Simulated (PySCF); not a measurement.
# Polarisability and C₆ of Tc (technetium, neutral)

[Kr] 4d7, high-spin 4F determinant (an excited configuration). All numbers are calculated (PySCF 2.14, a scalar-relativistic core potential, in aug-cc-pVTZ-PP with ECP28MDF (6s6p5d3f2g, 88 functions)). Coupled (time-dependent) response in atomic units; α is the mean over directions.

| method | mean α (bohr³) | C₆ (like pair) | S(−4) |
| --- | --- | --- | --- |
| UHF | 42.98 | 295.8 | 3920 |
| PBE | 61.28 | 437.3 | 8614 |
| PBE0 | 52.74 | 380.2 | 5326 |

S(−4) is the Cauchy moment in α(ω) = α(0) + S(−4) ω² + …

Spin-orbit coupling is absent.

α(iu) at UHF:

```json
{"u (hartree)": "0", "α(iu) (bohr³)": "42.98"}
{"u (hartree)": "0.0500", "α(iu) (bohr³)": "36.44"}
{"u (hartree)": "0.100", "α(iu) (bohr³)": "28.69"}
{"u (hartree)": "0.200", "α(iu) (bohr³)": "20.15"}
{"u (hartree)": "0.300", "α(iu) (bohr³)": "15.88"}
{"u (hartree)": "0.500", "α(iu) (bohr³)": "11.09"}
{"u (hartree)": "0.750", "α(iu) (bohr³)": "7.663"}
{"u (hartree)": "1.00", "α(iu) (bohr³)": "5.598"}
{"u (hartree)": "1.50", "α(iu) (bohr³)": "3.372"}
{"u (hartree)": "2.00", "α(iu) (bohr³)": "2.253"}
{"u (hartree)": "3.00", "α(iu) (bohr³)": "1.199"}
{"u (hartree)": "5.00", "α(iu) (bohr³)": "0.4947"}
```

A single London oscillator, α(iu) = α/(1 + u²/ω²), gives C₆ = (3/4) ω α². Matching the computed C₆ needs ω = 4 × 295.8 / (3 × 42.98²) = 0.214 hartree.

Energies and moments cover only the electrons outside the core potential.
